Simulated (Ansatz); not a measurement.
Mulliken charges of BH₄NOSi (`O[SiH]1BN1`) from r2SCAN/def2-TZVPP in Ansatz (PBE0-D4/def2-TZVP geometry).

```csv
atom,x (Å),y (Å),z (Å),charge (e)
O1,-0.643,1.097,-1.433,-0.409
Si2,0.064,0.650,-0.017,0.421
B3,1.160,-0.897,0.185,-0.015
N4,-0.183,-0.980,0.542,-0.244
H5,-1.337,1.756,-1.382,0.199
H6,-0.249,1.690,0.996,-0.102
H7,2.069,-1.663,0.165,0.006
H8,-0.788,-1.711,0.889,0.143
```

By hand: the dipole of these point charges (1 e Å = 4.8032 D).

Σ q r = (-0.024, 0.000, 0.195) e Å, of length 0.196 e Å = 0.94 D.

How does the dipole of the full density compare? (An estimate is asked.)

Computed: (-0.399, 0.054, 0.183) e Å, 2.12 D; the point charges give 0.44 times that, at 59° from its direction.

Point charges leave out the atoms' own dipoles, such as those of lone pairs, and Mulliken's split depends on the basis, so the two needn't agree.
